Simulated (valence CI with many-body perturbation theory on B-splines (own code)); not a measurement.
# Valence orbitals of Mn19+

Level of theory: valence CI with perturbative core correlation (CI+MBPT): four valence electrons over a frozen Dirac-Fock core [He], a basis of 11 s, 11 p, 9 d, 7 f, 5 g, 2 h, 1 i functions for each j, with the one-electron correlation potential Σ1 (screened to all orders), the two-electron term Σ2, the three-electron term Σ3, Breit, model QED; selected single and double excitations, second order for the rest (own B-spline code, finite nucleus).

No measured spectrum was set against this ion. As an estimate, levels of excited configurations hold to 0.05 to 0.15 % of their energy, terms of the ground configuration to about 0.5 %.

These are the spectroscopic orbitals of the CI (the correlating ones are not listed), shaped by the core and the other valence electrons. h is the expectation value of the core's Dirac-Fock operator, without the valence repulsion; Σ1 is computed up to l = 3 at one energy for each symmetry, that of its lowest orbital but kept below the first core excitation, so for empty shells it is not the orbital's own correlation shift; Breit and QED include the response of the core.

```csv
Orbital,h (hartree),Σ1 (cm⁻¹),Breit (cm⁻¹),QED (cm⁻¹),⟨r⟩ (bohr)
2s1/2,-69.004,-1158,3549,2955,0.2596
3s1/2,-30.129,-266,959,821,0.6097
4s1/2,-16.768,-100,379,327,1.115
5s1/2,-10.666,-48.9,188,163,1.767
2p1/2,-67.257,-2565,6829,-180,0.2231
3p1/2,-29.605,-545,1815,-50.2,0.5825
4p1/2,-16.549,-205,724,-20.3,1.095
5p1/2,-10.554,-100,362,-10.2,1.756
2p3/2,-66.743,-2432,3050,54.7,0.2255
3p3/2,-29.454,-517,792,13.9,0.5859
4p3/2,-16.485,-194,314,5.5,1.100
5p3/2,-10.522,-94.6,157,2.8,1.761
3d3/2,-29.177,-204,49.1,-9.4,0.5067
4d3/2,-16.368,-86.1,26.5,-3.7,1.028
5d3/2,-10.462,-44.1,14.8,-1.9,1.696
3d5/2,-29.132,-200,14.8,9.9,0.5078
4d5/2,-16.349,-84.4,7.9,4.3,1.029
5d5/2,-10.452,-43.3,4.4,2.2,1.698
4f5/2,-16.282,-15.6,0.2,-2.0,0.8957
5f5/2,-10.421,-8.9,0.2,-1.0,1.568
4f7/2,-16.273,-15.5,0.1,1.6,0.8963
5f7/2,-10.416,-8.8,0.0,0.8,1.569
5g7/2,-10.406,,0.0,-0.6,1.374
5g9/2,-10.403,,0.0,0.5,1.374
```

Among the shells of the start configuration 2s2 2p2, Σ1 is largest in size for 2p1/2, where it is 0.017 % of h.

Lowest root of each symmetry, sizes in configuration state functions:

```csv
J,Parity,Roots,Reference,Variational,Second order,Change by selected CI (cm⁻¹),Change by second order (cm⁻¹)
0,even,12,38,23191,99884,-16232,-3
1,even,18,83,39999,310925,-15980,-23
2,even,19,93,39991,478879,-16534,-54
3,even,9,63,39999,499208,-20396,-106
4,even,4,31,38810,370502,-15066,-13
5,even,2,11,21635,253841,-15536,-12
0,odd,8,37,19781,95346,-19952,-3
1,odd,20,94,39998,376656,-18630,-20
2,odd,20,100,40000,531130,-9071,-50
3,odd,11,70,39998,594650,-18149,-59
4,odd,4,36,36277,391341,-22323,-22
```
